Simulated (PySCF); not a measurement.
A structure optimised at PBE-D3(BJ)/def2-SVP, used in a PySCF frequency run:

```
C
C 1 1.3206
F 1 1.3439 2 124.05
H 2 1.0919 1 140.37 3 180.00
C 1 1.5230 2 124.46 4 0.00
F 5 1.3475 1 110.74 2 0.00
F 5 1.3489 6 108.45 1 121.65
F 5 1.3489 6 108.45 7 116.71
```
Charge 0, spin multiplicity 2.

Task: Write its SMILES, formula and point group.

Result: [CH]=C(F)C(F)(F)F, C₃HF₄, Cs

Task: What are its rotational constants (standard atomic weights)?

Result: 3.6761, 2.5229, 2.0409 GHz
